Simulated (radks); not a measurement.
The numbers below are computed, except where a source is named.
How relativity changes the ionisation of the rhodium ion Rh+ ([Kr] 4d8) to Rh2+ ([Kr] 4d7). Spin-unpolarised spherical Kohn-Sham, BLYP, point nucleus unless stated (finite: rms radius 4.4945 fm), a radial shooting solver on a logarithmic mesh with Libxc functionals. A level marked "c x" has the speed of light scaled by that factor and shares open shells by 2j + 1; other Dirac levels either fill j = l - 1/2 first or share by 2j + 1.

non-rel.: E(Rh+) (hartree) -4687.88077; E(Rh2+) (hartree) -4687.15650; IE (eV) 19.708; HOMO 4d; <r> HOMO (bohr) 1.536
scalar-rel.: E(Rh+) (hartree) -4784.40235; E(Rh2+) (hartree) -4783.68799; IE (eV) 19.439; HOMO 4d; <r> HOMO (bohr) 1.552
scalar-rel., finite nucleus: E(Rh+) (hartree) -4784.31734; E(Rh2+) (hartree) -4783.60298; IE (eV) 19.439; HOMO 4d; <r> HOMO (bohr) 1.552
Dirac, 2j+1 shares: E(Rh+) (hartree) -4785.31368; E(Rh2+) (hartree) -4784.59932; IE (eV) 19.439; HOMO 4d5/2; <r> HOMO (bohr) 1.562
Dirac, low j first: E(Rh+) (hartree) -4785.32549; E(Rh2+) (hartree) -4784.61896; IE (eV) 19.226; HOMO 4d5/2; <r> HOMO (bohr) 1.563
Dirac, 2j+1 shares, finite nucleus: E(Rh+) (hartree) -4785.22848; E(Rh2+) (hartree) -4784.51412; IE (eV) 19.439; HOMO 4d5/2; <r> HOMO (bohr) 1.562
Dirac, c x 1.5: E(Rh+) (hartree) -4729.89501; E(Rh2+) (hartree) -4729.17524; IE (eV) 19.586; HOMO 4d5/2; <r> HOMO (bohr) 1.548
Dirac, c x 5: E(Rh+) (hartree) -4691.58309; E(Rh2+) (hartree) -4690.85923; IE (eV) 19.697; HOMO 4d5/2; <r> HOMO (bohr) 1.537
Dirac, c x 10: E(Rh+) (hartree) -4688.80493; E(Rh2+) (hartree) -4688.08076; IE (eV) 19.706; HOMO 4d5/2; <r> HOMO (bohr) 1.537

NIST Atomic Spectra Database: 18.080 eV (semi-empirical). The relativistic part of the total energy of Rh+ is -97.35 hartree (Dirac, 2j+1 shares, finite nucleus), 2.1 % of the non-relativistic value. Spin polarisation and multiplet splitting of open shells are left out at every level.

Beside tabulated values, note that relativity, absent from the non-relativistic runs, is large for the heavy elements, and spin-unpolarised runs miss the spin-polarisation part of the exchange energy of open shells.
